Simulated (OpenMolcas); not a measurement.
Mn3+ (d4) among equal point charges was computed by CASSCF with the d shell active (OpenMolcas, ANO-RCC-VDZP on the metal). Its lowest spin-free states, and all those of the highest spin:

```tsv
2S+1	Degeneracy	E (cm-1)
5	1	0.0
5	1	2303
5	1	2661
5	2	3755
3	2	23792
3	1	24040
3	1	24257
3	1	25193
3	2	25741
3	1	25996
3	1	26025
3	2	26416
```

Is the site octahedral, tetrahedral or cube-like, axial, or of lower symmetry?

The states with 2S+1 = 5 have orbital degeneracies 1, 1, 1, 2. There are pairs but no triples, so the site is axial: not cubic, but with a proper or improper axis of order three or more. The run had Mn3+ among 6 point charges of -1 e arranged as a tetragonal octahedron (D4h), 1.89 Å from the ion, with the axial distance 2.173 Å.

Without dynamic correlation the repulsion within the d shell is too large (B by tens of per cent), so at a given field states of lower spin stand too high. The ground term spreads over less than 5000 cm-1, several times less than with real ligands, so orbital moments are less quenched and χT lies further from the spin-only value than at real sites. Point charges carry no covalency, so the field is a model and not that of real ligands. No measured value stands beside these numbers.
